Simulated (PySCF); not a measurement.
C2H3Cl3, SMILES CC(Cl)(Cl)Cl.

Geometry optimised at ωB97X-D3(BJ)/def2-SVP.

Method: M06-2X/def2-TZVP run with PySCF.

Gas-phase values at a fixed geometry.

**Question.** Estimate the frontier levels, gap, dipole moment and polarisability. (The exact figures need the calculation; the answer reports its results.)

**Answer.** 
```yaml
highest_occupied_level: -10.07 eV
lowest_empty_level: 0.37 eV
orbital_gap: 10.44 eV
dipole_moment: 1.83 D
quadrupole, principal values (traceless, Buckingham form, about the centre of nuclear charge): -1.51, -1.51, 3.02 D·Å
mean_static_polarisability: 60.4 bohr³ (8.95 Å³)
polarisability_principal_values: 53.9, 63.6, 63.6 bohr³
```
